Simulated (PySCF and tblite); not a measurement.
Results of a calculation; reference values are marked as such.
2 diastereomers of C7H9FOS, numbered alike:

```tsv
isomer	SMILES	descriptors (one enantiomer)
A	[CH:1]#[C:2][C@@:3]1([F:4])[CH2:5][CH2:6][CH2:7][S@:8](=[O:9])[CH2:10]1	3S, 8S
B	[CH:1]#[C:2][C@:3]1([F:4])[CH2:5][CH2:6][CH2:7][S@:8](=[O:9])[CH2:10]1	3R, 8S
```

Protocol: conformer search, at most 6 conformers an isomer, GFN2-xTB geometries, energies PBE0/6-31G* (D3(BJ) added where defined), GIAO shieldings PBE0/6-31G*, weights at 298.15 K with GFN2-xTB thermal terms. Programs: PySCF with density fitting and tblite.

**Question.** What shifts does each isomer give (ppm; of two unlike H on one atom, a is the less shielded)?

**Answer.** 
A: ¹H (against TMS): 3.67 (H10a, 1H), 3.03 (H7a, 1H), 2.71 (H10b, 1H), 2.39 (H7b, 1H), 2.23 (H5a, 1H), 2.11 (H1, 1H), 2.01 (H6a, 1H), 1.94 (H6b, 1H), 1.93 (H5b, 1H). ¹³C (against TMS): 82.6 (C3), 78.2 (C1), 75.2 (C2), 64.8 (C10), 56.0 (C7), 38.7 (C5), 18.8 (C6). ¹⁹F (against CFCl3): -146.9 (F4).

B: ¹H (against TMS): 3.53 (H10a, 1H), 2.94 (H7a, 1H), 2.61 (H10b, 1H), 2.47 (H7b, 1H), 2.25 (H5a, 1H), 2.06 (H6a, 1H), 2.03 (H6b, 1H), 1.98 (H1, 1H), 1.89 (H5b, 1H). ¹³C (against TMS): 84.2 (C3), 75.5 (C2), 74.6 (C1), 63.4 (C10), 55.1 (C7), 38.7 (C5), 18.5 (C6). ¹⁹F (against CFCl3): -165.6 (F4).

**Question.** Which carbons tell the isomers apart best?

**Answer.** C1: 78.2 in A, 74.6 in B ppm.

Unscaled ¹⁹F shifts at such levels can be off by tens of ppm; differences between conformers or isomers are more reliable. Shifts are unscaled: against experiment ¹³C can be off by 15 ppm or more and ¹H by 0.8 ppm.
